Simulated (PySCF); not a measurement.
Geometry:
| atom | x (Å) | y (Å) | z (Å) |
| --- | --- | --- | --- |
| O1 | 2.902 | -1.086 | -0.648 |
| C2 | 2.293 | -0.138 | -0.267 |
| Cl3 | 3.196 | 1.335 | 0.150 |
| C4 | 0.844 | -0.030 | -0.092 |
| C5 | 0.200 | 1.121 | 0.359 |
| C6 | -1.175 | 1.132 | 0.493 |
| C7 | -1.918 | 0.004 | 0.182 |
| C8 | -1.284 | -1.145 | -0.266 |
| C9 | 0.089 | -1.166 | -0.404 |
| H10 | 0.778 | 2.000 | 0.600 |
| H11 | -1.671 | 2.026 | 0.841 |
| H12 | -2.993 | 0.020 | 0.290 |
| H13 | -1.863 | -2.023 | -0.508 |
| H14 | 0.601 | -2.050 | -0.752 |

Computed data (PySCF 2.14.0 with density-fitted response routines): GIAO PBE0/pcSseg-1 shieldings, GFN2-xTB structure. Relativity neglected, averaged over atoms made equivalent by symmetry, fast rotation or ring inversion, one computed conformer, no solvent model.

Scale: 13C and 1H against TMS; H2O for 17O; HCl for 35Cl (reference shieldings calculated alike).

| atoms | nucleus | count | δ (ppm) |
| --- | --- | --- | --- |
| C5/C9 | 13C | 2 | 139.7 |
| H10/H14 | 1H | 2 | 8.65 |
| C2 | 13C | 1 | ? |
| C4 | 13C | 1 | 136.1 |
| H12 | 1H | 1 | 7.96 |
| H11/H13 | 1H | 2 | 7.82 |
| Cl3 | 35Cl | 1 | ? |
| C7 | 13C | 1 | 141.9 |
| O1 | 17O | 1 | 563.8 |
| C6/C8 | 13C | 2 | ? |

**Question.** Fill in the missing shifts.

**Answer.** 
- C2: 176.8 ppm, carbonyl carbon
- C6/C8: 134.2 ppm, aromatic CH; the aromatic region
- Cl3: 405 ppm, chlorine bonded to C

Carbons that carry Cl, above all several Cl atoms, come out too deshielded, partly because spin–orbit coupling is missing. Shifts are as computed. Against solution values, carbons near 30 ppm lie about +3 ppm off and those near 130 ppm about +5 ppm; carbons on Cl a further +6 ppm. Of 1211 compounds with measured shifts, 218 miss one by over three times the rms of a fit or turn the order of signals round; such compounds aren't used in these exercises. Unscaled 17O shifts of doubly bonded oxygen tend to come out too high, by tens of ppm or more. Experimental scales use liquid or dissolved standards, which lie at an offset from isolated H2O (liquid H2O: subtract about 36 ppm).
